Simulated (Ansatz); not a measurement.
Total energies of C8H16FNOSiTi (`C[O][Ti]1234([F])([N](C)C)[C@@H]5[C@H]1[C@H]2[C@@]3([SiH3])[C@@H]54`).

```xyz
29

C    -1.449    1.683   -2.563
O    -1.634    0.785   -1.505
Ti   -0.353   -0.171   -0.640
F     0.649   -1.025   -1.855
N     0.814    1.222   -0.129
C     0.365    2.422    0.525
C     2.230    0.996    0.016
C    -2.197   -1.527    0.170
C    -1.930   -0.519    1.124
C    -0.642   -0.742    1.640
C    -0.086   -1.884    1.001
Si    1.579   -2.632    1.343
C    -1.074   -2.361    0.096
H    -0.575    2.325   -2.398
H    -1.301    1.147   -3.507
H    -2.337    2.315   -2.662
H     0.529    2.385    1.613
H    -0.701    2.582    0.348
H     0.908    3.299    0.145
H     2.525    0.885    1.070
H     2.798    1.840   -0.398
H     2.535    0.096   -0.522
H    -3.085   -1.596   -0.441
H    -2.586    0.302    1.376
H    -0.144   -0.137    2.384
H     2.307   -2.930    0.083
H     1.431   -3.897    2.111
H     2.372   -1.674    2.159
H    -0.949   -3.191   -0.584
```

The species carries charge 0 and has multiplicity 1. Correlated methods include outer-core shells of Ti, which these sets cover unevenly. Scalar relativity is left out up to krypton. The geometry is a stationary point of PBE0-D4/def2-TZVP. It is one conformer, not always the lowest. Basis def2-TZVPP, the Gaussian-basis code of Ansatz.

RPA on PBE orbitals: Hartree–Fock energy of these orbitals -1678.48618 Eh, correlation -4.19162 Eh (frozen core).

```json
{"functional": "LDA (SPW92)", "energy without D4 (Eh)": "-1675.93337", "D4 term (kJ/mol)": "–"}
{"functional": "revPBE", "energy without D4 (Eh)": "-1683.31212", "D4 term (kJ/mol)": "-249.6"}
{"functional": "BLYP", "energy without D4 (Eh)": "-1683.46648", "D4 term (kJ/mol)": "-188.6"}
{"functional": "B97M-V", "energy without D4 (Eh)": "-1683.31821", "D4 term (kJ/mol)": "–"}
{"functional": "PBE0", "energy without D4 (Eh)": "-1682.69078", "D4 term (kJ/mol)": "-78.9"}
{"functional": "B3LYP", "energy without D4 (Eh)": "-1683.68443", "D4 term (kJ/mol)": "-142.1"}
{"functional": "r2SCANh", "energy without D4 (Eh)": "-1683.26098", "D4 term (kJ/mol)": "-28.2"}
{"functional": "r2SCAN0", "energy without D4 (Eh)": "-1683.19485", "D4 term (kJ/mol)": "-30.8"}
{"functional": "HSE06 (plane-wave form)", "energy without D4 (Eh)": "-1682.64690", "D4 term (kJ/mol)": "-74.1"}
{"functional": "BHLYP", "energy without D4 (Eh)": "-1683.27552", "D4 term (kJ/mol)": "-110.0"}
{"functional": "CAM-B3LYP", "energy without D4 (Eh)": "-1683.41547", "D4 term (kJ/mol)": "-81.0"}
{"functional": "LC-ωPBE", "energy without D4 (Eh)": "-1683.01503", "D4 term (kJ/mol)": "–"}
{"functional": "ωB97M-V", "energy without D4 (Eh)": "-1683.33816", "D4 term (kJ/mol)": "–"}
{"functional": "B2PLYP", "energy without D4 (Eh)": "-1682.92936", "D4 term (kJ/mol)": "–"}
```

Problem. Give the same for PBE, r2SCAN, ωB97X-V, PBE-QIDH. (Estimate.)

Solution. The calculation gave: 
```json
{"functional": "PBE", "energy without D4 (Eh)": "-1682.61596", "D4 term (kJ/mol)": "-90.5"}
{"functional": "r2SCAN", "energy without D4 (Eh)": "-1683.30828", "D4 term (kJ/mol)": "-26.6"}
{"functional": "ωB97X-V", "energy without D4 (Eh)": "-1683.31012", "D4 term (kJ/mol)": "–"}
{"functional": "PBE-QIDH", "energy without D4 (Eh)": "-1682.42800", "D4 term (kJ/mol)": "–"}
```

B3LYP takes the VWN-RPA correlation (the form of Gaussian; ORCA's B3LYP/G). HSE06 is the plane-wave form, built on full-range PBE exchange. The double hybrids freeze the cores in their second-order part.

LC-ωPBE has ω = 0.4 bohr⁻¹.
